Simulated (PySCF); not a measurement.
## Rh²⁺: excitation energy

Rh²⁺ [Kr] 4d7 (4F) → Rh²⁺ [Kr] 4d6 5p1 (high-spin determinant), as a difference of total energies. All numbers are calculated (PySCF 2.14, a scalar-relativistic core potential, in def2-QZVPPD with the def2 core potential (28 electrons)). Correlated levels: valence and next inner shell: nothing frozen outside the core potential. The calculations carry no spin-orbit coupling.

```
                                method  excitation energy (cm⁻¹)
                                   UHF                     88266
    MP2 (valence and next inner shell)                     92081
SCS-MP2 (valence and next inner shell)                     94167
   CCSD (valence and next inner shell)                     92403
CCSD(T) (valence and next inner shell)                     92332
```

The determinant of the upper state mixes LS terms, which raises its energy above the lowest term, most at the Hartree-Fock and MP2 levels.
